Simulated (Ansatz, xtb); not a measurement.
This singlet lies within 0.05 eV of the relaxed triplet at the level B3LYP/aug-cc-pVTZ // PBE0-D3(BJ)/def2-TZVPD (Ansatz, a program for electronic structure).

A geometry relaxed with GFN2-xTB (xtb), charge -1, multiplicity 1:

```xyz
4

B     -0.7097     0.5144    -0.2775
N      0.5417    -0.0252    -0.5141
H     -1.5326    -0.2720     0.2408
C      1.7005    -0.2172    -0.8307
```

Q: Write the SMILES of this molecule.

A: `[BH-][N+]#[C-]`
